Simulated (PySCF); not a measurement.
Computed shifts of a molecule C₂H₄F₂OSi, PBE/pcSseg-1 (PySCF), GIAO, gas phase, atoms alike by connectivity averaged where their shifts nearly agree, in ppm (number of nuclei): ¹³C: 251.9 (1), 84.2 (1). ²⁹Si: -17.4 (1). ¹⁹F: -242.3 (1), -331.8 (1). ¹H: 12.71 (1), 5.54 (1), 5.11 (1), 4.90 (1). References: ¹⁷O against H2O (σ = 334.3 ppm); ¹³C against TMS (σ = 182.0 ppm); ²⁹Si against TMS (σ = 335.4 ppm); ¹⁹F against CFCl3 (σ = 133.6 ppm); ¹H against TMS (σ = 31.49 ppm), references at their B3LYP-D3(BJ)/def2-TZVP geometries, non-relativistic. Geometry: B3LYP-D3(BJ)/def2-SVP. One conformer was computed; it need not be the lowest.

Pick the molecule that these values belong to.
A) O=C[Si@@H](F)CF
B) O=C[SiH2]C(F)F
C) FC1(F)OC[SiH2]1
D) F[Si]1(F)COC1

A, O=C[Si@@H](F)CF
